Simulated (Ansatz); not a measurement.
Basis-set extrapolation for C$_{3}$H$_{4}$BClS, SMILES `CC#CB(S)Cl` (PBE0-D4/def2-TZVP geometry, frozen core, Ansatz 0.2.0). Multiplicity 1, RHF reference.

|  | def2-TZVPP | def2-QZVPP |
| --- | --- | --- |
| HF | -997.759877 | -997.789177 |
| MP2 correlation | -0.928908 | -0.999880 |
| CCSD(T) correlation | -1.026600 | not run |

Energies in hartree. Use E(X) = E(∞) + A·exp(−7.88·√X) for Hartree–Fock and E(X) = E(∞) + B·X^(−2.97) for correlation, with X = 3 and 4, and add CCSD(T) minus MP2 of the smaller set to the MP2 limit.

Q: What is the CCSD(T) energy at the basis-set limit?

A: HF limit: -997.789177 + (-0.029300) × 0.13774 = -997.79321. MP2 limit: -0.999880 + (-0.070972) × 0.74074 = -1.05245. Higher-order term: -1.026600 − (-0.928908) = -0.09769. Total: -998.94335 hartree, 4.27 eV below CCSD(T)/def2-TZVPP.
